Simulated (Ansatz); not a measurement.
Reaction (silylene formation by 1,1-elimination): `S[SiH2][CH2][GaH2]` → `[CH3][GaH2]` + `[SiH]S`

Isolated molecules relaxed with PBE0-D4/def2-TZVP in Ansatz; ΔE leaves out vibrations. CCSD(T)/CBS adds triple-zeta CCSD(T) − MP2 to the extrapolated MP2 energy (def2 sets, frozen cores). This one scheme is used for every species. DFT in def2-TZVPP. B3LYP here is the variant with VWN-RPA as its local correlation; programs differ in this. For Ga outer-core shells are correlated without core-valence functions, which leaves a few kJ/mol of doubt a bond. Scalar relativity is left out up to krypton. Each species was taken in one conformer, which may not be the lowest.

`S[SiH2][CH2][GaH2]`:

```xyz
11

S    -2.136   -1.541   -1.431
Si   -1.153   -0.143   -0.138
C     0.700   -0.279   -0.137
Ga    1.574    0.886    1.193
H    -1.576   -1.062   -2.555
H    -1.717   -0.464    1.200
H    -1.547    1.246   -0.499
H     1.063   -0.011   -1.134
H     0.965   -1.321    0.067
H     1.984    2.348    0.795
H     1.843    0.338    2.639
```

`[CH3][GaH2]`:

Z-matrix (Å, degrees):
```
C
Ga 1 1.966
H 1 1.092 2 111.3
H 1 1.096 2 108.8 3 117.6
H 1 1.090 2 112.4 3 -123.0
H 2 1.574 1 121.1 3 142.3
H 2 1.575 1 120.1 3 -38.7
```

`[SiH]S`:

Cartesian coordinates in Å:
```
Si -0.850 -0.709 -0.020
S 0.796 0.618 -0.066
H -1.167 -0.237 1.395
H 1.221 0.327 -1.309
```

```tsv
level	ΔE (kJ/mol)	difference from CCSD(T)/CBS
BHLYP-D4	183.2	3.2
B2PLYP	165.7	-14.3
BLYP	130.4	-49.6
PBE0	173.9	-6.1
B3LYP	149.3	-30.7
BHLYP	167.7	-12.3
CCSD(T)/def2-TZVPP	174.1	-5.9
SCS-MP2/def2-QZVPP	185.4	5.4
HF/CBS(def2)	165.0	-15.0
CCSD/CBS(def2)	178.3	-1.7
CCSD(T)/CBS	180.0	0
```

Largest T1 diagnostic among the species: 0.016.

From r2SCAN to r2SCAN0 (25 % exact exchange), in def2-TZVPP and without D4, ΔE moves by +6.0 kJ/mol. Leaving LDA and LC-ωPBE aside and taking each functional with its dispersion term where it has one, the values, not all of them listed here, spread over 41.0 kJ/mol, from BLYP-D4 to r2SCAN0-D4. LDA lies +32.0 kJ/mol from PBE without D4.

CCSD(T)/CBS has its own doubt, a few kJ/mol and more with outer-core shells, so smaller differences from it don't rank the levels.
